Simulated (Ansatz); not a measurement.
Species: GaH$_{3}$S, charge 0, singlet. GaH3S (SMILES [SH][GaH2]).
B3LYP-D3(BJ)/def2-TZVP minimum from Ansatz (a program for electronic structure):
```
Ga
H 1 1.5599
H 1 1.5612 2 126.91
S 1 2.2150 2 114.95 3 -180.00
H 4 1.3436 1 95.45 2 180.00
```

Total energies in hartree (Ansatz). UHF or UKS for unpaired electrons; spin-orbit terms are left out. Cores are frozen in correlated methods (noble-gas shells, and filled d and f shells in the p block). No relativity. For partners of very few electrons the exact lower level stands in for a higher one.

```csv
species,HF/def2-TZVPP,CCSD(T)/def2-TZVPP,HF/def2-QZVPP,CCSD(T)/def2-QZVPP,CCSDT(Q)/def2-TZVPP
1: GaH3S (SMILES [SH][GaH2]),-2322.56461,-2322.87161,-2322.61655,-2322.94302,-2322.87317
2: Ga (doublet),-1923.22349,-1923.27127,-1923.26359,-1923.31275,-1923.27156
3: H (doublet),-0.49981,-0.49981,-0.49998,-0.49998,-0.49981
4: S (triplet),-397.50200,-397.64674,-397.51300,-397.66869,-397.64766
```

Work out the atomisation energy (electronic, to ground-state atoms) in kJ/mol: take Hartree-Fock from def2-QZVPP, extrapolate the CCSD(T) correlation energy as X^-3 (X = 3, 4), and add CCSDT(Q) - CCSD(T) in def2-TZVPP. 1 hartree = 2625.5 kJ/mol.


Species 1: correlation (64·(-0.32647) - 27·(-0.30700))/37 = -0.34068; step -0.00156; E1 = -2322.61655 + (-0.34068) + (-0.00156) = -2322.95879
Species 2: correlation (64·(-0.04916) - 27·(-0.04778))/37 = -0.05017; step -0.00029; E2 = -1923.26359 + (-0.05017) + (-0.00029) = -1923.31405
Species 3: correlation (64·(0.00000) - 27·(0.00000))/37 = 0.00000; step +0.00000; E3 = -0.49998 + (0.00000) + (+0.00000) = -0.49998
Species 4: correlation (64·(-0.15569) - 27·(-0.14474))/37 = -0.16368; step -0.00092; E4 = -397.51300 + (-0.16368) + (-0.00092) = -397.67760
-1·E1 +1·E2 +3·E3 +1·E4 = 0.46720 hartree = 1226.6 kJ/mol.
